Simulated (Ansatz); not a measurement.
Born–Oppenheimer molecular dynamics of C2H10ClN3Si (17 atoms, charge 0, multiplicity 1). It starts from a relaxed structure.

Theory: RHF/6-31G in Ansatz.

* ensemble: NVE (velocity Verlet)
* time step: 0.5 fs
* steps asked: 150
* starting velocities drawn for: 200 K
* masses: H 2.014 u
* seed: 143206

First frame:

```xyz
17
Properties=species:S:1:pos:R:3
Si 0.002 -0.014 -0.137
Cl 0.148 0.078 2.077
N 1.620 -0.052 -0.752
H 2.340 -0.614 -0.359
H 1.916 0.535 -1.496
N -0.784 1.413 -0.730
C -2.182 1.445 -1.139
H -2.572 0.443 -1.232
H -2.791 1.987 -0.420
H -2.278 1.938 -2.102
C -0.169 2.731 -0.623
H -0.187 3.236 -1.584
H -0.697 3.351 0.097
H 0.860 2.654 -0.301
N -0.896 -1.472 -0.390
H -1.498 -1.868 0.295
H -0.765 -2.035 -1.200
```

How far do the bonds stretch over the last three quarters of this one trajectory? (Pairs bonded in most of those frames.)


| bond | mean (Å) | spread (Å) | shortest | longest |
| --- | --- | --- | --- | --- |
| Si1–Cl2 | 2.222 | 0.008 | 2.21 | 2.24 |
| Si1–N3 | 1.735 | 0.012 | 1.71 | 1.76 |
| Si1–N6 | 1.731 | 0.024 | 1.70 | 1.76 |
| Si1–N15 | 1.740 | 0.008 | 1.73 | 1.75 |
| N3–H4 | 0.995 | 0.019 | 0.96 | 1.03 |
| N3–H5 | 0.995 | 0.022 | 0.96 | 1.03 |
| N6–C7 | 1.460 | 0.008 | 1.44 | 1.47 |
| N6–C11 | 1.459 | 0.009 | 1.43 | 1.47 |
| C7–H8 | 1.080 | 0.022 | 1.04 | 1.12 |
| C7–H9 | 1.087 | 0.009 | 1.07 | 1.10 |
| C7–H10 | 1.089 | 0.027 | 1.05 | 1.13 |
| C11–H12 | 1.087 | 0.013 | 1.07 | 1.11 |
| C11–H13 | 1.087 | 0.016 | 1.06 | 1.11 |
| C11–H14 | 1.082 | 0.019 | 1.05 | 1.11 |
| N15–H16 | 0.993 | 0.014 | 0.97 | 1.02 |
| N15–H17 | 0.995 | 0.012 | 0.97 | 1.02 |

Mean temperature of the second half: 100 K. The conserved energy stayed within 0.13 meV per atom of its start (net change 0.061 meV per atom), so the integration is sound. Over the second half the temperature averaged 0.50 of the 200 K drawn at the start: a run that starts near a minimum puts about half its kinetic energy into the potential. A run of 0.075 ps of so small a system gives no equilibrium averages. Limits of this set-up: no polarisation functions.

Time of the run: 4.9 min on 1 thread of AMD EPYC 9R45 96-Core Processor (Zen 5) (shared host), peak memory 0.26 GiB.
